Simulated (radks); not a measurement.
Task: The table gives one normalised radial function P(r) = r R(r) (large component) of Br15+ in [Ar] 3d2 (r in bohr). Method: Dirac Kohn-Sham, LDA (Slater exchange, Perdew-Wang correlation), spin-unpolarised, spherical densities, point nucleus; open shells fill j = l - 1/2 first; computed with a radial shooting solver on a logarithmic mesh with Libxc functionals.

r,P
0.002081,0.0044
0.003006,0.0079
0.004343,0.0143
0.006275,0.0264
0.009067,0.0488
0.0131,0.0899
0.01893,0.1623
0.02735,0.2822
0.03951,0.4614
0.05709,0.6848
0.08183,0.8666
0.1182,0.8356
0.1708,0.3683
0.2468,-0.5381
0.3566,-1.3931
0.5152,-1.4969
0.7444,-0.8491
1.076,-0.2265
1.554,-0.0217
2.245,-0.0005
3.244,0.0000

Which n and l does it have? It may be an empty orbital.

Result: n = 3, l = 1: the number of nodes gives n - l - 1 = 1, the rise at small r points to l (for j = l - 1/2 the large component starts as r^gamma with gamma = sqrt(l^2 - (Z/c)^2) = 0.97 and the r^(l+1) term takes over further out; the orbital of l - 1 with the same j starts with the same power, but with a larger coefficient, and does not steepen), and the extent must fit the shell. The curve is that of 3p1/2; the two j differ most near the nucleus, where j = l - 1/2 has the larger amplitude, and in heavy atoms j = l - 1/2 is also the more compact. 3p1/2: eigenvalue -609.44 eV, 1 radial node at r = 0.201 bohr, <r> = 0.493 bohr, 90 % of the charge inside 0.737 bohr.
